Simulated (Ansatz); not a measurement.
Reaction (redistribution): `C[SiH2][AsH2]` + `B[SiH2]O` → `B[AsH2]` + `C[SiH2][SiH2]O`

Computed with Ansatz on PBE0-D4/def2-TZVP structures; ΔE is electronic, products minus reactants. CCSD(T)/CBS is the MP2 limit (def2-TZVPP, def2-QZVPP) plus CCSD(T) − MP2 in def2-TZVPP, frozen cores. DFT in def2-TZVPP. B3LYP here is the variant with VWN-RPA as its local correlation; programs differ in this. HSE06 is defined as in plane-wave codes. For As outer-core shells are correlated without core-valence functions, which leaves a few kJ/mol of doubt a bond. Scalar relativity is left out up to krypton. Each species was taken in one conformer, which may not be the lowest.

`C[SiH2][AsH2]`:

Z-matrix (Å, degrees):
```
C
Si 1 1.872
H 1 1.092 2 110.8
H 1 1.093 2 110.6 3 119.9
H 1 1.092 2 110.8 3 -120.1
As 2 2.369 1 109.4 3 62.6
H 2 1.489 1 110.4 3 179.9
H 2 1.488 1 110.3 3 -60.8
H 6 1.523 2 92.2 1 -74.6
H 6 1.522 2 92.5 1 -167.0
```

`B[SiH2]O`:

Z-matrix (Å, degrees):
```
Si
O 1 1.655
B 1 2.005 2 116.3
H 1 1.500 2 111.2 3 -120.2
H 1 1.486 2 105.1 3 123.8
H 2 0.958 1 117.3 3 44.7
H 3 1.197 1 119.0 2 169.2
H 3 1.197 1 124.0 2 -13.6
```

`B[AsH2]`:

```xyz
6

B     0.195   -0.513    0.755
As   -0.311    0.006   -1.087
H     1.330   -0.787    0.996
H    -0.659   -0.704    1.565
H    -1.372    1.045   -0.801
H     0.817    0.953   -1.428
```

`C[SiH2][SiH2]O`:

Cartesian coordinates in Å:
```
C 0.820 0.365 1.681
Si 0.900 -0.457 -0.004
Si -1.177 -0.429 -1.096
O -1.715 1.116 -1.370
H 0.128 -0.168 2.337
H 0.471 1.396 1.590
H 1.803 0.378 2.158
H 1.357 -1.871 0.125
H 1.896 0.250 -0.866
H -1.083 -1.197 -2.374
H -2.228 -1.057 -0.254
H -1.171 1.673 -1.928
```

```json
{"level": "BLYP-D4", "ΔE (kJ/mol)": "-11.9", "difference from CCSD(T)/CBS": "-0.5"}
{"level": "B97M-V", "ΔE (kJ/mol)": "-14.5", "difference from CCSD(T)/CBS": "-3.1"}
{"level": "PBE0-D4", "ΔE (kJ/mol)": "-13.5", "difference from CCSD(T)/CBS": "-2.1"}
{"level": "ωB97X-V", "ΔE (kJ/mol)": "-10.5", "difference from CCSD(T)/CBS": "0.9"}
{"level": "ωB97M-V", "ΔE (kJ/mol)": "-7.9", "difference from CCSD(T)/CBS": "3.5"}
{"level": "revPBE", "ΔE (kJ/mol)": "-15.1", "difference from CCSD(T)/CBS": "-3.7"}
{"level": "BLYP", "ΔE (kJ/mol)": "-12.3", "difference from CCSD(T)/CBS": "-0.9"}
{"level": "B3LYP", "ΔE (kJ/mol)": "-10.8", "difference from CCSD(T)/CBS": "0.6"}
{"level": "HSE06", "ΔE (kJ/mol)": "-13.5", "difference from CCSD(T)/CBS": "-2.1"}
{"level": "BHLYP", "ΔE (kJ/mol)": "-8.5", "difference from CCSD(T)/CBS": "2.9"}
{"level": "RPA@PBE/def2-TZVPP", "ΔE (kJ/mol)": "-13.1", "difference from CCSD(T)/CBS": "-1.7"}
{"level": "MP2/def2-SVP", "ΔE (kJ/mol)": "-12.4", "difference from CCSD(T)/CBS": "-1.0"}
{"level": "MP2/def2-TZVPP", "ΔE (kJ/mol)": "-11.6", "difference from CCSD(T)/CBS": "-0.2"}
{"level": "SCS-MP2/def2-TZVPP", "ΔE (kJ/mol)": "-9.5", "difference from CCSD(T)/CBS": "1.9"}
{"level": "CCSD/def2-TZVPP", "ΔE (kJ/mol)": "-10.4", "difference from CCSD(T)/CBS": "1.0"}
{"level": "MP2/CBS(def2)", "ΔE (kJ/mol)": "-10.7", "difference from CCSD(T)/CBS": "0.7"}
{"level": "CCSD(T)/CBS", "ΔE (kJ/mol)": "-11.4", "difference from CCSD(T)/CBS": "0"}
```

Largest T1 diagnostic among the species: 0.014.

From BLYP to BHLYP (50 % exact exchange), in def2-TZVPP and without D4, ΔE moves by +3.9 kJ/mol. In def2-TZVPP, CCSD(T) changes the Hartree–Fock value by −7.7 kJ/mol (the triples alone add −1.9 kJ/mol) and MP2 by −7.0 kJ/mol.
